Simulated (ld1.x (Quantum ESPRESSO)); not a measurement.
# Cutoff test, osmium (Os), PAW

osmium (Os), PAW, made with ld1.x (Quantum ESPRESSO) 7.5 (PBE, scalar-relativistic). Core [Xe] 4f14, reference 5d6 6s1 6p0 (charge +1). Waves: 6s (bound): rcut 2.02, rcutus 2.52 bohr; 6s channel at 1.05 Ry: rcut 2.02, rcutus 2.52 bohr; 6p (bound, empty): rcut 1.10, rcutus 1.26 bohr; 6p channel at 0.95 Ry: rcut 1.10, rcutus 1.26 bohr; 5d (bound): rcut 2.02, rcutus 2.72 bohr; 5d channel at 2.8 Ry: rcut 2.02, rcutus 2.72 bohr. Local part: all-electron potential smoothed inside 2.02 bohr (lloc = -2). Core correction: Bessel-smoothed model core, default radius (core density twice the valence density). Augmentation charge: PSQ, inside the norm-conserving radii.

The pseudo-atom Hamiltonian at the reference potential is diagonalised in spherical Bessel functions j_l(qr) that vanish at 20 bohr, with q² up to the cutoff. All-electron valence levels (Ry): 6s -0.9658, 6p -0.5218, 5d -1.0392.

How do the lowest levels (Ry) of each channel move with the cutoff, and are there ghosts?

| cutoff (Ry) | s #1 | p #1 | p #2 | p #3 | d #1 | d #2 | f #1 | f #2 | Σ f·Δε (mRy) |
| --- | --- | --- | --- | --- | --- | --- | --- | --- | --- |
| 8 | -0.9656 | -3.1329 | -0.4079 | -0.1245 | -0.8611 | -0.1580 | -0.0568 | 0.0345 | 1068.7 |
| 10 | -0.9657 | -3.4756 | -0.4375 | -0.1313 | -1.0068 | -0.1651 | -0.0568 | 0.0345 | 194.7 |
| 12 | -0.9658 | -3.7448 | -0.4620 | -0.1367 | -1.0355 | -0.1661 | -0.0568 | 0.0344 | 21.9 |
| 15 | -0.9659 | -4.0242 | -0.4893 | -0.1426 | -1.0387 | -0.1662 | -0.0568 | 0.0344 | 2.8 |
| 18 | -0.9659 | -4.1431 | -0.5019 | -0.1452 | -1.0388 | -0.1662 | -0.0568 | 0.0344 | 2.1 |
| 21 | -0.9659 | -4.2216 | -0.5104 | -0.1470 | -1.0390 | -0.1662 | -0.0568 | 0.0344 | 1.0 |
| 25 | -0.9659 | -4.2866 | -0.5175 | -0.1485 | -1.0391 | -0.1662 | -0.0568 | 0.0344 | 0.4 |
| 30 | -0.9659 | -4.3148 | -0.5204 | -0.1491 | -1.0391 | -0.1662 | -0.0568 | 0.0344 | 0.3 |
| 400 | -0.9659 | -4.3328 | -0.5218 | -0.1494 | -1.0392 | -0.1662 | -0.0568 | 0.0344 | 0.0 |

Result: ghost state, extra bound levels that the all-electron valence spectrum of the same l lacks: p at -59.0 eV (a true bound ghost makes a file unfit for plane-wave use); 10 mRy is reached at 15 Ry and 1 mRy at 21 Ry.

The cutoffs count occupied waves only; the empty 6p level needs 25 Ry at the loose tolerance. Test run stopped at test 2 of 7 (negative rho).
